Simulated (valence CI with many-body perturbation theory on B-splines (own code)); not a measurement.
**E1 transitions of Ar¹³⁺**

Calculated by valence CI with perturbative core correlation (CI+MBPT): three valence electrons over a frozen Dirac-Fock core [He], radial functions for each j: 11 s, 11 p, 10 d, 8 f, 5 g, 2 h, with the one-electron correlation potential Σ1 (screened to all orders), the two-electron term Σ2, the three-electron term Σ3, Breit, model QED; selected single and double excitations, second order for the rest, scaled by the run's own slope (own B-spline code, finite nucleus).

No measured levels were compared; by estimate levels of excited configurations hold to 0.05 to 0.15 % of their energy, terms of the ground configuration to about 0.5 %.

Lines 151 to 200 of 542 in falling wavelength, among levels below 46.901 Ry, chosen from the strongest by gf and those to the six lowest levels. Wavelengths and rates use the calculated energies, so an error of 400 cm⁻¹ moves a line at 220.2 Å by 0.088 % and its rate by three times that or more. Electric multipoles are in the length gauge, E1 and E2 with the static RPA response of the core. Weak lines are less certain than strong ones. Lines between different terms over intervals too small for the method are left out, as are lines whose strength nearly cancels. Where a level lies close to another of its J and parity, the split of strength between their lines is uncertain. The highest levels of a list are the least certain.

Names give the largest LS component (configuration and term), which can be under half, so a name can repeat, a term be missing and a line seem to break the LS rules; names also repeat where a configuration has a term twice. Letters in brackets count levels of one name in rising energy.

| λ vac (Å) | Upper | Lower | A (s⁻¹) | S (a.u.) with core polarisation | S without |
| --- | --- | --- | --- | --- | --- |
| 220.2 | 2s 2p 4p 2P_1/2 [b] | 2s2 4p 2P°_3/2 | 1.93e+10 | 2.03e-01 | 2.04e-01 |
| 220.1 | 2s 2p 4p 2S_1/2 [b] | 2s2 4p 2P°_1/2 | 1.65e+10 | 1.73e-01 | 1.74e-01 |
| 219.9 | 2s 2p 4s 2P°_1/2 [b] | 2s2 4s 2S_1/2 | 1.07e+10 | 1.13e-01 | 1.13e-01 |
| 219.8 | 2s 2p 4p 2P_3/2 [b] | 2s2 4p 2P°_3/2 | 9.62e+09 | 2.02e-01 | 2.03e-01 |
| 219.6 | 2s 2p 4s 2P°_3/2 [b] | 2s2 4s 2S_1/2 | 1.06e+10 | 2.21e-01 | 2.22e-01 |
| 218.9 | 2s 2p 3d 2D°_3/2 [b] | 2s2 3d 2D_3/2 | 9.54e+09 | 1.98e-01 | 1.99e-01 |
| 218.7 | 2s 2p 3p 2D_5/2 [b] | 2s2 3p 2P°_3/2 | 7.33e+09 | 2.27e-01 | 2.28e-01 |
| 218.6 | 2s 2p 3d 2D°_5/2 [b] | 2s2 3d 2D_5/2 | 1.01e+10 | 3.11e-01 | 3.12e-01 |
| 217.7 | 2s 2p 3p 2P_3/2 [b] | 2s2 3p 2P°_3/2 | 9.90e+09 | 2.02e-01 | 2.03e-01 |
| 217.2 | 2s 2p 3p 2D_3/2 [b] | 2s2 3p 2P°_1/2 | 8.00e+09 | 1.62e-01 | 1.63e-01 |
| 216.0 | 2s 2p 3s 2P°_3/2 [b] | 2s2 3s 2S_1/2 | 9.53e+09 | 1.90e-01 | 1.91e-01 |
| 213.4 | 2p3 4S°_3/2 | 2s 2p2 4P_5/2 | 1.10e+10 | 2.10e-01 | 2.12e-01 |
| 210.4 | 2s 2p 3d 2P°_1/2 [b] | 2s2 3d 2D_3/2 | 1.35e+10 | 1.24e-01 | 1.24e-01 |
| 210.3 | 2s 2p 3d 2P°_3/2 [b] | 2s2 3d 2D_5/2 | 1.21e+10 | 2.23e-01 | 2.24e-01 |
| 208.3 | 2p3 4S°_3/2 | 2s 2p2 4P_3/2 | 7.88e+09 | 1.41e-01 | 1.41e-01 |
| 204.6 | 2p3 4S°_3/2 | 2s 2p2 4P_1/2 | 4.19e+09 | 7.08e-02 | 7.12e-02 |
| 203.2 | 2s 2p2 2S_1/2 | 2s2 2p 2P°_3/2 | 2.03e+09 | 1.69e-02 | 1.69e-02 |
| 200.5 | 2p3 2P°_1/2 | 2s 2p2 2D_3/2 | 1.18e+10 | 9.40e-02 | 9.45e-02 |
| 199.2 | 2p3 2P°_3/2 | 2s 2p2 2D_5/2 | 8.46e+09 | 1.32e-01 | 1.33e-01 |
| 198.8 | 2p3 2P°_3/2 | 2s 2p2 2D_3/2 | 1.72e+09 | 2.67e-02 | 2.69e-02 |
| 194.3 | 2s 2p2 2S_1/2 | 2s2 2p 2P°_1/2 | 1.34e+10 | 9.69e-02 | 9.74e-02 |
| 191.3 | 2s 2p2 2P_1/2 | 2s2 2p 2P°_3/2 | 1.51e+10 | 1.04e-01 | 1.05e-01 |
| 187.9 | 2s 2p2 2P_3/2 | 2s2 2p 2P°_3/2 | 2.14e+10 | 2.80e-01 | 2.81e-01 |
| 183.3 | 2s 2p2 2P_1/2 | 2s2 2p 2P°_1/2 | 7.51e+09 | 4.57e-02 | 4.59e-02 |
| 180.2 | 2s 2p2 2P_3/2 | 2s2 2p 2P°_1/2 | 3.91e+09 | 4.52e-02 | 4.54e-02 |
| 100.0 | 2s 2p 4p 2D_5/2 [a] | 2s 2p 3d 2F°_7/2 [a] | 1.83e+10 | 5.43e-02 | 5.43e-02 |
| 97.18 | 2s 2p 4f 4F_9/2 | 2s 2p 3d 2F°_7/2 [a] | 3.19e+10 | 1.45e-01 | 1.45e-01 |
| 97.11 | 2s 2p 4f 4G_5/2 [b] | 2s 2p 3d 2P°_3/2 [a] | 9.56e+10 | 2.59e-01 | 2.59e-01 |
| 96.42 | 2s 2p 4f 4F_7/2 [a] | 2s 2p 3d 2F°_5/2 [a] | 5.35e+10 | 1.89e-01 | 1.89e-01 |
| 96.29 | 2s 2p 4f 4D_3/2 | 2s 2p 3d 2P°_1/2 [a] | 2.46e+10 | 4.34e-02 | 4.34e-02 |
| 95.93 | 2s 2p 4f 2D_3/2 | 2s 2p 3d 2P°_1/2 [a] | 3.26e+11 | 5.68e-01 | 5.68e-01 |
| 95.86 | 2s 2p 4f 2F_5/2 | 2s 2p 3d 2F°_5/2 [a] | 2.36e+10 | 6.16e-02 | 6.16e-02 |
| 95.82 | 2s 2p 4f 2F_7/2 [a] | 2s 2p 3d 2F°_5/2 [a] | 6.33e+10 | 2.20e-01 | 2.20e-01 |
| 95.76 | 2s 2p 4f 4D_5/2 | 2s 2p 3d 2P°_3/2 [a] | 6.99e+10 | 1.82e-01 | 1.82e-01 |
| 95.69 | 2s 2p 4f 4G_9/2 | 2s 2p 3d 2F°_7/2 [a] | 1.12e+10 | 4.84e-02 | 4.84e-02 |
| 95.63 | 2s 2p 4f 4F_7/2 [b] | 2s 2p 3d 2F°_7/2 [a] | 1.47e+10 | 5.09e-02 | 5.09e-02 |
| 95.53 | 2s 2p 4f 2G_7/2 | 2s 2p 3d 2F°_5/2 [a] | 1.83e+11 | 6.29e-01 | 6.29e-01 |
| 95.47 | 2s 2p 4f 2F_7/2 [b] | 2s 2p 3d 2F°_7/2 [a] | 5.13e+10 | 1.76e-01 | 1.76e-01 |
| 95.46 | 2s 2p 4f 2D_5/2 | 2s 2p 3d 2P°_3/2 [a] | 2.37e+11 | 6.12e-01 | 6.12e-01 |
| 95.28 | 2s 2p 4f 2G_9/2 | 2s 2p 3d 2F°_7/2 [a] | 4.59e+11 | 1.96e+00 | 1.96e+00 |
| 95.19 | 2s 2p 4f 2D_3/2 | 2s 2p 3d 2P°_3/2 [a] | 8.11e+10 | 1.38e-01 | 1.38e-01 |
| 95.15 | 2s 2p 4p 2D_5/2 [b] | 2s 2p 3d 2F°_7/2 [b] | 1.84e+10 | 4.70e-02 | 4.70e-02 |
| 94.39 | 2s 2p 4f 4F_7/2 [b] | 2s 2p 3d 2F°_5/2 [a] | 5.00e+10 | 1.66e-01 | 1.66e-01 |
| 94.22 | 2s 2p 4f 2F_7/2 [b] | 2s 2p 3d 2F°_5/2 [a] | 1.28e+11 | 4.23e-01 | 4.23e-01 |
| 93.94 | 2s 2p 4f 2D_5/2 | 2s 2p 3d 2F°_5/2 [a] | 2.39e+10 | 5.86e-02 | 5.86e-02 |
| 93.92 | 2s 2p 4p 4D_7/2 | 2s 2p 3d 4F°_9/2 | 1.51e+10 | 4.94e-02 | 4.94e-02 |
| 93.06 | 2s 2p 4s 2P°_3/2 [a] | 2s 2p 3p 2D_5/2 [a] | 5.36e+10 | 8.53e-02 | 8.52e-02 |
| 92.87 | 2s 2p 4s 4P°_5/2 | 2s 2p 3p 4P_5/2 | 4.10e+10 | 9.74e-02 | 9.73e-02 |
| 92.44 | 2s 2p 4s 4P°_5/2 | 2s 2p 3p 4P_3/2 | 2.45e+10 | 5.74e-02 | 5.73e-02 |
| 92.28 | 2s 2p 4f 2G_7/2 | 2s 2p 3d 4P°_5/2 | 5.76e+10 | 1.79e-01 | 1.79e-01 |
